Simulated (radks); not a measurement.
Results of a calculation; reference values are marked as such.
Q: Er IV, configuration [Xe] 4f11 (the NIST ground configuration). Code: a radial shooting solver on a logarithmic mesh with Libxc functionals. Model: scalar-relativistic Kohn-Sham, PBE, spin-polarised, spherical densities, finite nucleus; open shells are filled with parallel spins first (spin-orbit coupling, left out, can overturn this in heavy ions); Fermi nuclear charge, rms radius 5.2516 fm. Some entries of the table are withheld. Estimate them.

orbital  occ.  eigenvalue (Ry)  <1/r> (bohr^-1)  <r> (bohr)
1s up       1        -4218.436            77.54     0.02037
1s down     1        -4218.436            77.54     0.02037
2s up       1        -710.7422            18.05     0.08647
2s down     1        -710.7399            18.05     0.08647
2p up       3        -628.9781            16.67     0.07672
2p down     3        -628.9764            16.67     0.07672
3s up       1        -161.2284            6.656      0.2254
3s down     1        -161.1305            6.659      0.2253
3p up       3        -136.3485            6.218      0.2246
3p down     3        -136.2507            6.221      0.2245
3d up       5        -105.1735            5.894      0.2039
3d down     5        -105.0990            5.897      0.2037
4s up       1        -33.86263            2.813      0.5077
4s down     1        -33.65691            2.812      0.5078
4p up       3        -25.66933            2.575      0.5383
4p down     3        -25.46698            2.574      0.5385
4d up       5        -14.68702            2.277      0.5819
4d down     5        -14.48831            2.274      0.5824
5s up       1         -6.06824            1.083       1.225
5s down     1         -5.97419            1.074       1.233
5p up       3         -4.10148           0.9136         (1)
5p down     3         -4.03377           0.9045         (2)
4f up       7         -2.68519            1.715      0.7604
4f down     4         -2.50706            1.697      0.7749
5d up       0         -1.84934           0.6154       2.070
5d down     0         -1.82120           0.6064       2.096
6s up       0         -1.74605           0.4326       2.947
6s down     0         -1.73251           0.4300       2.965

A: 
(1) 5p up <r> (bohr): 1.427
(2) 5p down <r> (bohr): 1.439
